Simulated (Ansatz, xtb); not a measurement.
Two isomers of C4H9GeN

Structure a: `C[C@@H](C#N)[CH2][GeH3]`, a singlet. Structure b: `C[C](C)([GeH3])C#N`, a singlet. Both are isolated molecules in the gas phase, relaxed with PBE0-D3(BJ)/def2-SVP, each in the lowest conformer that the search found.

Q: Estimate which is lower in electronic energy at CCSD(T)/def2-SVP + ΔMP2/def2-TZVPP, and by roughly how much.

A: The CCSD(T)/def2-SVP + ΔMP2/def2-TZVPP calculation puts structure b lower, by 1.21 kcal/mol.

How the difference moves with the method:

```csv
level,geometry,E(b) − E(a) (kcal/mol),departure from the last row (kcal/mol),"job, with rough time for the two"
GFN2-xTB,GFN2-xTB,−0.49,+0.73,"optimisation, 0.19 s"
HF/STO-3G,GFN2-xTB,+1.33,+2.55,"single point, 0.72 s"
r2SCAN-D4/def2-SVP,GFN2-xTB,−1.15,+0.06,"single point, 8.1 s"
PBE0-D3(BJ)/def2-SVP,PBE0-D3(BJ)/def2-SVP,−0.72,+0.50,"optimisation, 67 s"
HF/def2-SVP,PBE0-D3(BJ)/def2-SVP,+0.74,+1.95,part of the CCSD(T) run
MP2/def2-SVP,PBE0-D3(BJ)/def2-SVP,−1.82,−0.61,part of the CCSD(T) run
CCSD(T)/def2-SVP,PBE0-D3(BJ)/def2-SVP,−1.19,+0.03,single point
CCSD(T)/def2-SVP + ΔMP2/def2-TZVPP,PBE0-D3(BJ)/def2-SVP,−1.21,,"single point, 2.8 min"
```

As drawn, both hold the same kinds of bond in the same numbers. Structure a has 1 methyl group, b 2.

HF/STO-3G, HF/def2-SVP put the two in the other order. GFN2-xTB finds them nearly level. The largest departure from CCSD(T)/def2-SVP + ΔMP2/def2-TZVPP is that of HF/STO-3G, 2.55 kcal/mol. The last row adds to CCSD(T) the change of the MP2 difference between the two basis sets, here −0.03 kcal/mol.

With thermal terms from frequencies at re-optimised GFN2-xTB minima (ideal gas, soft modes damped towards free rotors, one conformer each, 298.15 K, 1 atm): the zero-point term adds −0.44 kcal/mol; ΔH is −1.39 and ΔG −1.57 kcal/mol.

The correlated steps freeze 14 core orbitals; the filled d shell of Ge is correlated, in a basis made for valence electrons. Mirror images aren't counted in ΔG. Codes used: Ansatz 0.2.0, xtb 6.7.1; the last row on 2 threads of Arm Neoverse V1 on a shared host.
